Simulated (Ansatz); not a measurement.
C2H8AlNO, relaxed with RKS PBE0-D4/def2-TZVP in Ansatz from a PBE-D4/def2-SVP geometry. The force threshold is 0.005 eV/Å; the program also tests the step.

The species carries charge 0 and has multiplicity 1. The bonds changed during the relaxation, so this is another structure than the one it started from.

Start:

```xyz
13

N     1.476   -1.109   -0.236
C     1.154   -0.142    0.738
O    -0.088    0.637    0.531
C    -1.399   -0.083    0.487
Al   -1.179    1.166   -1.026
H     0.835   -1.909   -0.259
H     1.576   -0.721   -1.181
H     1.930    0.649    0.780
H     1.045   -0.618    1.735
H    -1.241   -1.165    0.295
H    -1.934    0.079    1.443
H    -1.621    2.699   -0.950
H    -0.555    0.517   -2.358
```

| step | energy (eV) | largest force (eV/Å) | largest move (Å) |
| --- | --- | --- | --- |
| 1 | -12330.4343 | 0.591 | 0.000 |
| 2 | -12330.4844 | 0.271 | 0.035 |
| 3 | -12330.4934 | 0.099 | 0.015 |
| 4 | -12330.4946 | 0.093 | 0.017 |
| 5 | -12330.4947 | 0.044 | 0.016 |
| 6 | -12330.4950 | 0.021 | 0.011 |
| 7 | -12330.4951 | 0.019 | 0.014 |
| 8 | -12330.4951 | 0.008 | 0.006 |
| 9 | -12330.4952 | 0.005 | 0.006 |

End:

```xyz
13

N     1.469   -1.108   -0.222
C     1.133   -0.130    0.733
O    -0.082    0.624    0.491
C    -1.387   -0.088    0.473
Al   -1.166    1.159   -1.010
H     0.844   -1.900   -0.235
H     1.573   -0.736   -1.156
H     1.907    0.638    0.775
H     1.015   -0.592    1.716
H    -1.232   -1.150    0.277
H    -1.886    0.073    1.426
H    -1.604    2.679   -0.915
H    -0.585    0.529   -2.352
```

Run time 30 s (4 threads of an Oxide Virtual Turin-like on a shared host); peak host memory 0.59 GiB.
